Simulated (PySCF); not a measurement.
Vertical excitations of a molecule C₆H₁₂O₃ from TDDFT-PBE0/def2-SVP run with PySCF, as energy in eV (oscillator strength): 5.89 (0.002), 7.08 (0.000), 7.89 (0.019), 7.96 (0.115), 8.37 (0.001), 8.64 (0.040), 8.75 (0.015), 8.85 (0.017), 8.89 (0.027), 8.94 (0.015). Lowest triplet (TDA): 5.30 eV. Geometry optimised at B3LYP-D3(BJ)/def2-SVP. One conformer was computed; it need not be the lowest.

Problem. Which molecule gave these data?
(A) CC(C)C(=O)OCCO
(B) COCC(C)OC(C)=O
(C) COCOC(=O)C(C)C

Solution. B, COCC(C)OC(C)=O
